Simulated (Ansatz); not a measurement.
Relaxation of BClFH4P (8 atoms, charge 0, multiplicity 1), to a largest force component of 0.03 eV/Å in at most 50 steps.

These are results of Ansatz 0.2.0, RKS BHLYP-D4/6-31G*, not measurements.

```xyz
8
Properties=species:S:1:pos:R:3:forces:R:3
B -0.006 0.094 0.112 -0.05 0.93 1.04
Cl 0.036 0.745 1.810 0.01 -0.19 -1.13
H 1.002 -0.076 -0.471 -0.05 -0.03 0.02
F -1.173 -0.031 -0.454 0.07 -0.04 0.00
P 0.201 -2.916 0.934 -0.04 -0.32 0.19
H -0.512 -2.475 -0.195 -0.02 -0.02 0.00
H 1.424 -2.354 0.522 0.01 0.02 0.03
H -0.170 -1.824 1.752 0.07 -0.35 -0.16
```

Q: Where does it end, and by what steps?

A: The run converged. The force dipped under the threshold on the way, but the program's further checks kept it going. After 28 steps the energy has fallen by 0.208 eV; H8 moved furthest, 0.61 Å.

```
step  energy less start (eV)  largest force component (eV/Å)  accepted
   0                  0.0000                           1.134       yes
   1                 -0.0786                           0.980       yes
   2                 -0.1436                           1.047       yes
   3                 -0.1890                           0.803       yes
   4                 -0.1938                           0.626       yes
   5                 -0.2001                           0.264       yes
   6                 -0.2023                           0.200       yes
   7                 -0.2006                           0.427        no
   8                 -0.2037                           0.159       yes
   9                 -0.1972                           0.283        no
  10                 -0.2055                           0.061       yes
  11                 -0.2062                           0.013       yes
  12                 -0.2066                           0.091       yes
  13                 -0.2068                           0.049       yes
  14                 -0.2069                           0.050       yes
  15                 -0.2063                           0.092        no
  16                 -0.2071                           0.025       yes
  17                 -0.2074                           0.036       yes
  18                 -0.2075                           0.039       yes
  19                 -0.2077                           0.066       yes
  20                 -0.2078                           0.062       yes
  21                 -0.2079                           0.093       yes
  22                 -0.2080                           0.092       yes
  23                 -0.2082                           0.030       yes
  24                 -0.2082                           0.045       yes
  25                 -0.2083                           0.004       yes
  26                 -0.2083                           0.038        no
  27                 -0.2082                           0.040        no
  28                 -0.2083                           0.028       yes
```

```xyz
8
Properties=species:S:1:pos:R:3
B 0.050 0.417 0.041
Cl -0.025 1.016 1.681
H 1.079 0.373 -0.533
F -1.054 0.040 -0.545
P 0.236 -3.230 0.898
H -0.671 -2.642 -0.006
H 1.319 -2.416 0.503
H -0.132 -2.395 1.972
```

Whether the end is a true minimum wasn't checked by a vibrational analysis.

Run time: 53 s on 2 threads of Arm Neoverse V1, on a shared host, peak memory 0.17 GiB.
